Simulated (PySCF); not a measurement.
A structure optimised at B3LYP-D3(BJ)/def2-SVP, used in a PySCF frequency run:

```
Ga
O 1 1.7742
H 2 0.9672 1 112.56
O 1 1.7804 2 119.79 3 0.00
H 4 0.9666 1 113.73 2 180.00
Cl 1 2.1436 2 118.78 3 180.00
```

Question: Write its SMILES, formula and point group.

Answer: [OH][Ga]([OH])[Cl], ClGaH2O2, Cs

Question: What are its rotational constants (standard atomic weights)?

Answer: 6.0799, 2.8537, 1.9421 GHz
